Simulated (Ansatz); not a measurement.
Two isomers of C2H7AlOS: A = `[AlH2][CH2]OCS`, B = `C[CH2][Al]([OH])[SH]`.

Program: Ansatz. Geometries: PBE0-D4/def2-TZVP. ΔE: electronic, gas phase. CCSD(T)/CBS is the MP2 limit (def2-TZVPP, def2-QZVPP) plus CCSD(T) − MP2 in def2-TZVPP, frozen cores. Functionals use def2-TZVPP. Each species was taken in one conformer, which may not be the lowest.

(1) Which is lower in electronic energy at CCSD(T)/CBS, and by how much? (An estimate is asked.)

(2) Give E(B) − E(A) in kJ/mol with CCSD/def2-TZVPP, ωB97M-V, CCSD(T)/def2-TZVPP, B2PLYP, PBE-D4, r2SCAN-D4, HF/def2-TZVPP. (Best estimate.)

Largest T1 diagnostic: 0.012.

Answers

(1) Ansatz gave: B, by 443.9 kJ/mol.

(2) Computed: CCSD/def2-TZVPP -440.6, ωB97M-V -433.1, CCSD(T)/def2-TZVPP -438.5, B2PLYP -438.0, PBE-D4 -418.6, r2SCAN-D4 -440.0, HF/def2-TZVPP -433.5. None reverses the order clearly.

From PBE to PBE0 (25 % exact exchange), in def2-TZVPP and without D4, E(B) − E(A) moves by −11.0 kJ/mol. In def2-TZVPP, CCSD(T) changes the Hartree–Fock value by −4.9 kJ/mol (the triples alone add +2.1 kJ/mol) and MP2 by −21.9 kJ/mol.
